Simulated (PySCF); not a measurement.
C7H8O2S.
Atom-mapped SMILES: `[CH3:1][C:2](=[O:3])[O:4][CH2:5][c:6]1[cH:7][cH:8][cH:9][s:10]1`

Definitions: NICS(0) = −σiso at the ring centroid; NICS(1) = −σiso and NICS(1)zz = −σzz at ±1 Å along the ring normal z. Level: GIAO PBE0/pcSseg-1 (PySCF, non-relativistic, gas phase) on the GFN2-xTB geometry, one conformer.

Ring bond lengths (Å), with Mayer bond orders in brackets: C6–C7 1.361 (1.54), C7–C8 1.412 (1.27), C8–C9 1.357 (1.58), C9–S10 1.717 (1.17), S10–C6 1.732 (1.16).

Problem. What do the NICS probes read (ppm)?

Solution. 
| ring | type | NICS(0) | NICS(1), two faces | NICS(1)zz, two faces | rms pucker (Å) | centre to ring atoms, mean (Å) |
| --- | --- | --- | --- | --- | --- | --- |
| C6–C7–C8–C9–S10 | 5-membered ring with S; formal bonds all aromatic | -12.4 | -11.2 / -11.4 | -26.4 / -27.4 | 0.00 | 1.28 |

Problem. What can be read from them?

Solution. 
- C6–C7–C8–C9–S10: mean NICS(1)zz -26.9 ppm, shielded. For a flat ring without four-coordinate atoms the NICS criterion counts such a value as aromatic.

Problem. What does the geometric index give? HOMA = 1 − mean of α(R − Ropt)² over the ring bonds, with Krygowski's 1993 parameters (CC: Ropt 1.388 Å, α 257.7 Å⁻²; CS: Ropt 1.677 Å, α 94.09 Å⁻²).

Solution. 
- C6–C7–C8–C9–S10: HOMA 0.80; the largest term is that of S10–C6, α(R − Ropt)² = 0.28. The geometric and the magnetic index point the same way.

Problem. What are the shieldings of the ring atoms and their hydrogens in the same run (means over atoms taken as equivalent)?

Solution. 
| atoms | environment | σ isotropic (ppm) | principal values of the symmetric part, first atom (ppm) |
| --- | --- | --- | --- |
| C6 | substituted aromatic carbon | 38.9 | -38.5, 26.1, 129.1 |
| C7 | aromatic CH carbon | 52.2 | -29.3, 40.5, 145.5 |
| C8 | aromatic CH carbon | 55.2 | -26.1, 41.4, 150.2 |
| C9 | aromatic CH next to a ring sulfur | 50.4 | -39.1, 47.9, 142.3 |
| S10 | thiophene-type sulfur | 262.5 | 110.3, 284.9, 392.2 |
| H on C7 | aromatic hydrogen | 24.40 | 21.3, 23.8, 28.1 |
| H on C8 | aromatic hydrogen | 24.49 | 21.4, 24.7, 27.4 |
| H on C9 | aromatic hydrogen | 24.43 | 21.6, 24.2, 27.5 |

Conformer computed: `[CH3:1][C:2](=[O:3])[O:4][CH2:5][c:6]1[cH:7][cH:8][cH:9][s:10]1`: C1–C2–O4–C5 179°, C2–O4–C5–C6 -173°, O4–C5–C6–C7 89°.
